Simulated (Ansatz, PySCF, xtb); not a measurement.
Noncovalent pair: HCl (SMILES Cl) (first 2 atoms) with PH3 (SMILES P); geometry from B3LYP-D3(BJ)/def2-TZVP, rigid monomers moved along the line of their centres of mass till Cl1···P3 is 3.32 Å.
(charge 0, multiplicity 1):
```xyz
6

Cl     0.436    -0.616    -0.344
H      0.244     0.361    -1.152
P      0.081    -0.015     2.903
H     -0.180     0.732     4.082
H      0.934     0.976     2.358
H     -1.066     0.477     2.231
```

Interaction energies are E(AB) − E(A) − E(B) at the monomers' geometry in the complex; basis-set methods are counterpoise corrected.

Run with Ansatz (Gaussian orbitals); PySCF for the dispersion terms; xtb for the GFN methods. Each number belongs to the level named beside it.

### Question
Predict the interaction energy from HF/aug-cc-pV(D+d)Z.

### Answer
10 kJ/mol

### Question
Give the interaction energy at the level PBE0-D4/def2-TZVPPD.

### Answer
-1 kJ/mol

### Question
Estimate the interaction energy that GFN2-xTB returns for this input.

### Answer
-9 kJ/mol

Ansatz is a quantum-chemistry and plane-wave program.
